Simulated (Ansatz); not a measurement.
Ansatz (a first-principles code) input (B3LYP-D3(BJ)/def2-TZVP):

Ansatz 0.2 input:
```yaml
crystal:
  periodic: [false, false, false]
  atoms:
    - {symbol: C, position_ang: [2.01435852, -2.40661248, 1.67948821]}
    - {symbol: C, position_ang: [1.32494355, -1.47803914, 1.01447945]}
    - {symbol: C, position_ang: [0.67032973, -0.61248429, 0.41783647]}
    - {symbol: C, position_ang: [-0.10813061, 0.27511132, -0.20435940]}
    - {symbol: C, position_ang: [-0.84258367, 1.07818560, -0.74883202]}
    - {symbol: C, position_ang: [-1.73431695, 2.01185710, -1.38545999]}
    - {symbol: H, position_ang: [2.69515421, -3.06974856, 1.17454501]}
    - {symbol: H, position_ang: [1.89238441, -2.52211845, 2.74310780]}
    - {symbol: H, position_ang: [-1.71815409, 1.87658083, -2.46783094]}
    - {symbol: H, position_ang: [-2.75330485, 1.85767579, -1.02543523]}
    - {symbol: H, position_ang: [-1.43625925, 3.03599674, -1.15394996]}
basis:
  gaussian:
    orbitals: def2-TZVP
hamiltonian:
  xc: b3lyp
  dispersion: d3bj
magnetization: {spin_polarized: true, initial_magnetization: 1}
relax: {f_tol: 0.002, max_steps: 150}
```

End of the output:

```
reference -6301.76085815 eV, -231.5854400500 hartree; 21, 20 occupied and 195, 196 virtual orbitals, 1300 factors
relax step  14: F+E_penalty+E_count = -6302.10019595 eV  Δ(F+E_penalty+E_count) = +2.213e-6 eV  max|allowed force component| = 1.014e-2 eV/Å  Δτ_max = 0.0008 Å  (44 SCF iters, rejected (line search))
these checks for a lower state are left out or cut short: starts, cluster_reference, orbital_swaps, neighbouring_geometries, increment
integrals: 0.11 GiB planned
1300 factors; their error is unknown
mean field: 1.39 GiB planned
mean field -6301.76054966 eV, -231.5854287133 hartree, gradient 2.5e-5 eV, S^2 0.781098; 0 other end points of the search recorded, 0 dependent functions left out
the calculation of the forces begins
reference -6301.76085498 eV, -231.5854399336 hartree; 21, 20 occupied and 195, 196 virtual orbitals, 1300 factors
relax step  15: F+E_penalty+E_count = -6302.10019943 eV  Δ(F+E_penalty+E_count) = -1.274e-6 eV  max|allowed force component| = 1.778e-3 eV/Å  Δτ_max = 0.0004 Å  (44 SCF iters, accepted)
integrals: 0.11 GiB planned
1300 factors; their error is unknown
mean field: 1.39 GiB planned
mean field evaluation 128: about -6301.7605 eV, gradient 2.5e-5 eV
mean field -6301.76054966 eV, -231.5854287133 hartree, gradient 2.5e-5 eV, S^2 0.781098; 1 other end points of the search recorded, 0 dependent functions left out
the calculation of the forces begins
reference -6301.76085498 eV, -231.5854399336 hartree; 21, 20 occupied and 195, 196 virtual orbitals, 1300 factors
Total energy: -6302.10050475 eV, -231.5979218325 hartree
Atom 0 at     2.052758    -2.408056     1.679782 Å, force     0.001436    -0.001778     0.000728 eV/Å
Atom 1 at     1.281720    -1.502170     1.049988 Å, force    -0.000057     0.000006     0.000295 eV/Å
Atom 2 at     0.572716    -0.669201     0.470943 Å, force    -0.000033     0.000003     0.000006 eV/Å
Atom 3 at    -0.195808     0.233671    -0.156842 Å, force     0.000167    -0.000228     0.000153 eV/Å
Atom 4 at    -0.892750     1.052006    -0.726647 Å, force     0.000005    -0.000022    -0.000482 eV/Å
Atom 5 at    -1.721802     2.028226    -1.402879 Å, force     0.000172    -0.000017    -0.000517 eV/Å
Atom 6 at     2.744697    -3.032838     1.128906 Å, force    -0.000814     0.001028    -0.000197 eV/Å
Atom 7 at     2.001314    -2.535909     2.753831 Å, force    -0.000590     0.000766    -0.000656 eV/Å
Atom 8 at    -1.676325     1.899524    -2.486991 Å, force    -0.000155     0.000040     0.000311 eV/Å
Atom 9 at    -2.766605     1.935431    -1.095279 Å, force    -0.000166    -0.000025     0.000175 eV/Å
Atom 10 at    -1.395495     3.045721    -1.171223 Å, force     0.000033     0.000226     0.000184 eV/Å
Dipole moment:    -0.160782     0.189929    -0.130465 e Å
```

It need not be the lowest isomer of its formula.
